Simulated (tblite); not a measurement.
A geometry optimisation, step by step.

Compound: C7H13BO2.
Atom-mapped SMILES: `[CH3:1][B:2]([CH3:3])[C@@H:4]1[CH2:5][O:6][CH2:7][CH2:8][C:9]1=[O:10]` (hydrogens: H11, H12, H13 on C1; H14, H15, H16 on C3; H17 on C4; H18, H19 on C5; H20, H21 on C7; H22, H23 on C8)

Computed with GFN2-xTB (tblite), gas phase: L-BFGS steps from a force-field or distance-geometry start until the largest atomic force falls under 0.01 eV/Å. 8 of its 162 geometries are shown.

Step 0: E = -842.3785 eV, largest atomic force 2.046 eV/Å
```
atom  x, y, z in Å  |  force x, y, z in eV/Å
C1     -2.845    0.464   -0.553   -0.336  -0.070   0.243
B2     -1.431   -0.096   -0.139    0.111  -0.540   0.629
C3     -1.310   -1.472    0.691   -0.566   0.712  -0.093
C4     -0.107    0.735   -0.541    0.195  -0.045   0.088
C5      0.830   -0.093   -1.434   -0.122  -0.147  -0.737
O6      1.583   -1.030   -0.702    0.516   0.589  -0.109
C7      2.511   -0.343    0.123    0.327  -0.522   0.447
C8      1.799    0.420    1.250    0.259  -0.391  -0.127
C9      0.623    1.184    0.710   -1.180   1.489   0.760
O10     0.203    2.159    1.328    0.433  -0.748  -0.559
H11    -3.667   -0.209   -0.207    0.524   0.675  -0.373
H12    -2.906    0.548   -1.656   -0.133   0.191   0.650
H13    -3.004    1.471   -0.092    0.062  -0.795  -0.600
H14    -2.324   -1.892    0.870    0.793   0.103   0.011
H15    -0.728   -2.196    0.112    0.008   0.138   0.425
H16    -0.830   -1.281    1.676   -0.239  -0.371  -0.747
H17    -0.426    1.629   -1.101    0.192  -0.111   0.265
H18     1.495    0.587   -2.018   -0.068  -0.218   0.375
H19     0.235   -0.636   -2.198    0.272  -0.040   0.462
H20     3.160    0.346   -0.459   -0.413  -0.185   0.001
H21     3.186   -1.087    0.593   -0.360   0.058  -0.406
H22     2.512    1.113    1.731   -0.417  -0.200  -0.091
H23     1.437   -0.293    2.026    0.143   0.426  -0.513
```

Step 23: E = -842.6421 eV, largest atomic force 0.090 eV/Å
```
atom  x, y, z in Å  |  force x, y, z in eV/Å
C1     -2.808    0.475   -0.531   -0.001  -0.007  -0.001
B2     -1.429   -0.119   -0.070    0.009  -0.007   0.008
C3     -1.260   -1.469    0.711    0.013  -0.012  -0.010
C4     -0.130    0.722   -0.521    0.076   0.028  -0.039
C5      0.804   -0.096   -1.442    0.031  -0.024  -0.008
O6      1.618   -1.010   -0.756   -0.053  -0.033   0.045
C7      2.490   -0.351    0.128   -0.011  -0.013  -0.040
C8      1.730    0.402    1.224    0.031  -0.053  -0.007
C9      0.588    1.248    0.692    0.051  -0.011   0.008
O10     0.251    2.266    1.250    0.008   0.026  -0.034
H11    -3.685   -0.106   -0.261    0.021  -0.027   0.035
H12    -2.818    0.605   -1.614   -0.027   0.003   0.006
H13    -2.932    1.478   -0.120   -0.007  -0.016   0.007
H14    -2.190   -2.009    0.876    0.018   0.014  -0.024
H15    -0.577   -2.125    0.170    0.007  -0.001   0.033
H16    -0.800   -1.312    1.686   -0.038   0.008  -0.014
H17    -0.470    1.594   -1.086    0.013   0.052  -0.008
H18     1.441    0.596   -2.020   -0.037   0.016   0.030
H19     0.213   -0.688   -2.144    0.008  -0.001  -0.005
H20     3.131    0.344   -0.439   -0.021   0.037   0.055
H21     3.122   -1.127    0.569   -0.012   0.022  -0.027
H22     2.410    1.036    1.797   -0.042  -0.005  -0.014
H23     1.294   -0.327    1.911   -0.036   0.003   0.003
```

Step 46: E = -842.6760 eV, largest atomic force 0.054 eV/Å
```
atom  x, y, z in Å  |  force x, y, z in eV/Å
C1     -2.811    0.456   -0.461   -0.002   0.009   0.011
B2     -1.389   -0.092   -0.080    0.047   0.017   0.008
C3     -1.199   -1.442    0.697   -0.003  -0.017  -0.007
C4     -0.112    0.760   -0.563    0.031  -0.007  -0.018
C5      0.816   -0.092   -1.468   -0.009   0.019  -0.020
O6      1.608   -1.012   -0.767    0.006   0.040  -0.026
C7      2.457   -0.361    0.145   -0.007  -0.001   0.015
C8      1.647    0.347    1.234   -0.021   0.008  -0.004
C9      0.646    1.304    0.621   -0.043  -0.014   0.007
O10     0.452    2.411    1.065    0.018  -0.036  -0.016
H11    -3.630   -0.178   -0.133   -0.031   0.008   0.010
H12    -2.909    0.590   -1.537    0.014   0.003  -0.011
H13    -2.961    1.445   -0.030    0.000   0.021   0.008
H14    -2.083   -2.074    0.676   -0.017  -0.033  -0.016
H15    -0.358   -2.016    0.312    0.028  -0.013   0.016
H16    -0.986   -1.253    1.749   -0.020   0.016   0.011
H17    -0.447    1.624   -1.147    0.001  -0.028   0.012
H18     1.465    0.585   -2.047   -0.021   0.007   0.008
H19     0.217   -0.681   -2.167    0.015   0.001  -0.006
H20     3.092    0.370   -0.379    0.002  -0.027  -0.006
H21     3.092   -1.136    0.579    0.015  -0.008  -0.003
H22     2.300    0.883    1.924   -0.013   0.013  -0.019
H23     1.089   -0.409    1.788    0.012   0.023   0.047
```

Step 69: E = -842.6889 eV, largest atomic force 0.028 eV/Å
```
atom  x, y, z in Å  |  force x, y, z in eV/Å
C1     -2.804    0.468   -0.410    0.003   0.004   0.008
B2     -1.380   -0.117   -0.091   -0.009   0.005   0.021
C3     -1.200   -1.468    0.691    0.008  -0.001  -0.007
C4     -0.116    0.741   -0.595   -0.014  -0.014   0.004
C5      0.840   -0.078   -1.496    0.003  -0.005   0.006
O6      1.620   -1.007   -0.794   -0.018  -0.019   0.010
C7      2.452   -0.378    0.147   -0.009  -0.002  -0.004
C8      1.637    0.357    1.218   -0.007   0.019  -0.005
C9      0.631    1.298    0.589   -0.011   0.008  -0.006
O10     0.431    2.410    1.018    0.005  -0.022   0.013
H11    -3.632   -0.131   -0.040    0.008   0.007   0.006
H12    -2.946    0.597   -1.484    0.011  -0.009   0.009
H13    -2.897    1.468    0.014   -0.008   0.007   0.005
H14    -2.015   -2.167    0.512    0.002   0.008  -0.017
H15    -0.263   -1.974    0.471    0.007  -0.004  -0.005
H16    -1.213   -1.267    1.764    0.005   0.007  -0.019
H17    -0.473    1.599   -1.175    0.020  -0.015  -0.008
H18     1.497    0.624   -2.035    0.003  -0.004  -0.020
H19     0.269   -0.655   -2.226    0.008   0.004   0.004
H20     3.123    0.333   -0.358   -0.003   0.010   0.003
H21     3.055   -1.169    0.599   -0.001   0.000  -0.003
H22     2.295    0.920    1.880    0.000   0.010   0.015
H23     1.086   -0.375    1.810   -0.003   0.006  -0.011
```

Step 92: E = -842.6934 eV, largest atomic force 0.042 eV/Å
```
atom  x, y, z in Å  |  force x, y, z in eV/Å
C1     -2.795    0.508   -0.347   -0.002   0.000   0.007
B2     -1.370   -0.106   -0.093   -0.016  -0.013  -0.017
C3     -1.183   -1.482    0.639   -0.002  -0.018  -0.012
C4     -0.105    0.729   -0.628   -0.018   0.018   0.031
C5      0.852   -0.114   -1.502   -0.011   0.021   0.025
O6      1.626   -1.025   -0.769    0.003   0.011   0.010
C7      2.444   -0.371    0.167    0.018  -0.005   0.004
C8      1.620    0.381    1.219    0.014  -0.021  -0.014
C9      0.605    1.299    0.573    0.033  -0.001  -0.003
O10     0.361    2.397    1.014   -0.009   0.019  -0.019
H11    -3.611   -0.065    0.085   -0.003   0.014   0.003
H12    -2.988    0.598   -1.417    0.002  -0.007   0.013
H13    -2.852    1.524    0.044    0.009  -0.004   0.008
H14    -1.961   -2.194    0.367    0.001  -0.005   0.013
H15    -0.218   -1.948    0.457   -0.012  -0.017  -0.015
H16    -1.277   -1.342    1.718   -0.014   0.011  -0.012
H17    -0.451    1.578   -1.224   -0.002  -0.002  -0.017
H18     1.512    0.568   -2.062    0.012   0.001   0.000
H19     0.281   -0.710   -2.218    0.011  -0.004   0.015
H20     3.115    0.336   -0.347   -0.002   0.000   0.004
H21     3.048   -1.150    0.637    0.018   0.001   0.002
H22     2.273    0.960    1.874   -0.036  -0.014  -0.016
H23     1.070   -0.344    1.823    0.008   0.015  -0.007
```

Step 115: E = -842.7089 eV, largest atomic force 0.047 eV/Å
```
atom  x, y, z in Å  |  force x, y, z in eV/Å
C1     -2.752    0.614   -0.145    0.011  -0.003  -0.003
B2     -1.372   -0.139   -0.115    0.023  -0.014   0.009
C3     -1.244   -1.604    0.437    0.003  -0.005   0.020
C4     -0.095    0.653   -0.686    0.013  -0.012  -0.031
C5      0.914   -0.214   -1.472    0.009   0.001  -0.011
O6      1.709   -1.040   -0.663    0.010   0.006  -0.021
C7      2.473   -0.286    0.242    0.006  -0.007  -0.009
C8      1.574    0.465    1.230   -0.022   0.006  -0.016
C9      0.572    1.326    0.491   -0.045  -0.008   0.009
O10     0.303    2.452    0.836    0.023  -0.017  -0.006
H11    -3.524    0.167    0.476    0.027  -0.003  -0.006
H12    -3.133    0.623   -1.167   -0.001   0.009   0.014
H13    -2.646    1.660    0.140    0.003  -0.002   0.007
H14    -2.046   -2.241    0.063    0.024   0.016   0.014
H15    -0.295   -2.084    0.213   -0.027   0.011   0.008
H16    -1.361   -1.599    1.523    0.002  -0.002  -0.041
H17    -0.438    1.451   -1.351   -0.013   0.009   0.013
H18     1.562    0.455   -2.065   -0.006  -0.026   0.009
H19     0.392   -0.886   -2.157   -0.025   0.029   0.012
H20     3.104    0.432   -0.304    0.011   0.005   0.017
H21     3.118   -0.997    0.763    0.001  -0.006   0.027
H22     2.167    1.083    1.904   -0.014   0.008  -0.013
H23     1.014   -0.265    1.818   -0.013   0.007  -0.005
```

Step 138: E = -842.7157 eV, largest atomic force 0.024 eV/Å
```
atom  x, y, z in Å  |  force x, y, z in eV/Å
C1     -2.672    0.668    0.028   -0.014   0.002  -0.007
B2     -1.346   -0.162   -0.129    0.002   0.002   0.014
C3     -1.255   -1.662    0.328    0.001  -0.001  -0.011
C4     -0.089    0.607   -0.763    0.011   0.016   0.002
C5      0.959   -0.265   -1.484    0.003   0.000  -0.002
O6      1.745   -1.046   -0.621   -0.013  -0.014   0.008
C7      2.450   -0.254    0.298    0.004  -0.007  -0.003
C8      1.493    0.519    1.214   -0.010   0.005   0.002
C9      0.533    1.351    0.395    0.008   0.011  -0.006
O10     0.260    2.495    0.666    0.010  -0.006  -0.002
H11    -3.361    0.276    0.773    0.006  -0.008  -0.001
H12    -3.212    0.675   -0.920    0.004   0.001  -0.009
H13    -2.471    1.712    0.262    0.003   0.000   0.017
H14    -1.971   -2.261   -0.234   -0.014  -0.018  -0.008
H15    -0.276   -2.115    0.200    0.005   0.008  -0.004
H16    -1.545   -1.772    1.372    0.003  -0.002   0.010
H17    -0.446    1.363   -1.468   -0.014  -0.001  -0.012
H18     1.614    0.390   -2.082    0.001   0.008  -0.006
H19     0.467   -0.971   -2.157   -0.006  -0.001  -0.002
H20     3.104    0.456   -0.232    0.006   0.010  -0.007
H21     3.073   -0.939    0.876   -0.003  -0.005   0.020
H22     2.045    1.157    1.904    0.004   0.008  -0.004
H23     0.898   -0.197    1.784    0.005  -0.006   0.011
```

Step 161: E = -842.7184 eV, largest atomic force 0.010 eV/Å
```
atom  x, y, z in Å  |  force x, y, z in eV/Å
C1     -2.655    0.664    0.081    0.003   0.001   0.003
B2     -1.340   -0.171   -0.129   -0.001   0.003   0.000
C3     -1.258   -1.687    0.278    0.002   0.006  -0.001
C4     -0.092    0.603   -0.777   -0.002   0.001   0.004
C5      0.964   -0.277   -1.477    0.000   0.001   0.003
O6      1.728   -1.054   -0.590    0.000  -0.004   0.000
C7      2.433   -0.258    0.326    0.001   0.000  -0.002
C8      1.481    0.563    1.206   -0.001  -0.003   0.000
C9      0.537    1.381    0.353   -0.006  -0.008   0.001
O10     0.285    2.539    0.582    0.001   0.002   0.001
H11    -3.349    0.233    0.798   -0.006  -0.005  -0.003
H12    -3.190    0.742   -0.867   -0.003   0.007   0.001
H13    -2.439    1.687    0.385    0.000   0.006   0.000
H14    -1.993   -2.260   -0.287    0.001   0.001   0.002
H15    -0.287   -2.145    0.118    0.004  -0.001   0.000
H16    -1.529   -1.825    1.325   -0.002  -0.002  -0.001
H17    -0.461    1.337   -1.500   -0.002  -0.007  -0.002
H18     1.631    0.370   -2.070    0.007   0.001   0.001
H19     0.478   -0.985   -2.152    0.003  -0.003   0.000
H20     3.117    0.422   -0.206    0.000   0.002  -0.004
H21     3.023   -0.946    0.935    0.001   0.004  -0.001
H22     2.041    1.218    1.874    0.001   0.000  -0.002
H23     0.872   -0.121    1.800   -0.001  -0.001  -0.001
```

**Question.** Summarise the path.

**Answer.** The energy falls by 0.3400 eV from step 0 to step 161; nine tenths of that is first reached at step 59. It falls at every step. The largest force goes from 2.046 to 0.010 eV/Å. Among the bonds B2–C3 changes most, from 1.611 to 1.571 Å; the atoms move by 0.613 Å rms after alignment.

What follows is the cost of the whole relaxation. On one thread of an Arm Neoverse V1, no GPU, shared host with 32 logical CPUs at a one-minute load of 20, this took 1.5 s.
